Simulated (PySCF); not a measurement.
Isomers of [C9H11]+.

All values: PBE0/pcSseg-1 (PySCF) at GFN2-xTB geometries, gas phase, one conformer each.

(1) Rank by the highest IAO charge on any atom, highest value first.
A. `C[C+](C)C1=CC=CC=C1`
B. `[CH:1]1=[CH:2][CH2:3][C+:4]([CH:5]2[CH2:6][CH2:7]2)[CH:8]=[CH:9]1` (charge +1) with C3–C4–C5–C6 146°
C. `[CH2:1]=[CH:2][CH2:3][C@H:4]1[CH:5]=[CH:6][CH:7]=[CH:8][CH+:9]1` (charge +1) with C1–C2–C3–C4 119°, C2–C3–C4–C5 -69°

(2) Rank by HOMO–LUMO gap, highest first.
A. `[CH2:1]=[CH:2][CH2:3][C@H:4]1[CH:5]=[CH:6][CH:7]=[CH:8][CH+:9]1` (charge +1) with C1–C2–C3–C4 119°, C2–C3–C4–C5 -69°
B. `[CH3:1][CH+:2][c:3]1[cH:4][cH:5][cH:6][c:7]([CH3:8])[cH:9]1` (charge +1) with C1–C2–C3–C4 0°
C. `C[C+](C)c1ccccc1`

Results:

(1) A (+0.269 e), C (+0.251 e), B (+0.231 e).

(2) C (4.13 eV), B (3.76 eV), A (3.12 eV).

All values together:

| SMILES | HOMO (eV) | LUMO (eV) | lowest IAO charge (e) | highest IAO charge (e) | lowest Hirshfeld charge (e) | highest Hirshfeld charge (e) |
| --- | --- | --- | --- | --- | --- | --- |
| C[CH+]c1cccc(C)c1 | -12.00 | -8.24 | -0.437 (C) | +0.218 (H) | -0.100 (C) | +0.137 (C) |
| C[C+](C)c1ccccc1 | -12.20 | -8.07 | -0.443 (C) | +0.269 (C) | -0.083 (C) | +0.182 (C) |
| C=CC[C@H]1C=CC=C[CH+]1 | -11.43 | -8.31 | -0.279 (C) | +0.251 (H) | -0.065 (C) | +0.114 (H) |
| C1=CC[C+](C2CC2)C=C1 | -11.88 | -7.75 | -0.294 (C) | +0.231 (H) | -0.040 (C) | +0.117 (C) |

Conformers: `[CH3:1][CH+:2][c:3]1[cH:4][cH:5][cH:6][c:7]([CH3:8])[cH:9]1` (charge +1) with C1–C2–C3–C4 0°; `[CH2:1]=[CH:2][CH2:3][C@H:4]1[CH:5]=[CH:6][CH:7]=[CH:8][CH+:9]1` (charge +1) with C1–C2–C3–C4 119°, C2–C3–C4–C5 -69°; `[CH:1]1=[CH:2][CH2:3][C+:4]([CH:5]2[CH2:6][CH2:7]2)[CH:8]=[CH:9]1` (charge +1) with C3–C4–C5–C6 146°.
